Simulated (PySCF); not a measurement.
**La⁴²⁺: ionisation energy**

La⁴²⁺ [Ne] 3s2 3p3 (4S) → La⁴³⁺ [Ne] 3s2 3p2 (3P), as a difference of total energies. All numbers are calculated (PySCF 2.14, the spin-free X2C one-electron Hamiltonian (Gaussian nucleus), in an even-tempered Gaussian basis (18 s from 8.4 bohr⁻², ratio 2.5; 12 p from 11 bohr⁻², ratio 2.5; 4 d from 44 bohr⁻², ratio 2.7; 4 f from 66 bohr⁻², ratio 2.7)). Correlated levels: outer shells: 1s2 frozen; virtual orbitals above 40 to 60 times the deepest correlated orbital energy dropped. The calculations carry no spin-orbit coupling.

```tsv
method	ionisation energy (eV)
UHF	3268.3
MP2 (outer shells)	3268.8
SCS-MP2 (outer shells)	3268.5
CCSD (outer shells)	3268.6
CCSD(T) (outer shells)	3268.6
```

Spin-orbit coupling is strong in these open shells (close to jj coupling). The scalar numbers leave it out and a first-order estimate fails, so it can dominate the gap to the real levels.

The ground level that NIST lists for one species does not belong to the high-spin term computed here, so part of any gap is the choice of state.

Breit and QED terms and the two-electron picture change are absent.

For comparison: 3222 ± 4 eV (theoretical estimate listed by NIST; NIST Atomic Spectra Database, ionization energies).
